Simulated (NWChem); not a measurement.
**aminoborane (H4BN) in NWChem**

SMILES: BN
```xyz
6

B      0.0000     0.0000    -0.7762
N      0.0000     0.0000     0.6112
H     -1.0575     0.0000    -1.3645
H      1.0575     0.0000    -1.3645
H      0.8464     0.0000     1.1658
H     -0.8464     0.0000     1.1658
```
Charge 0, spin multiplicity 1.

All runs are NWChem calculations. Structure: optimised with PBE0/def2-SVP, a minimum by its harmonic frequencies. It is one conformer; others weren't searched.

Symmetry labels belong to the abelian group C2v used in the runs, with the axes of the coordinates shown.

Question: List the lowest 3 singlet excitations that CIS/aug-cc-pVDZ gives, with oscillator strengths.

Answer: 
| state | symmetry | energy (eV) | wavelength (nm) | f |
|---|---|---|---|---|
| 1 | b2 | 7.97 | 156 | 0.056 |
| 2 | a2 | 8.04 | 154 | 0.000 |
| 3 | a2 | 9.00 | 138 | 0.000 |
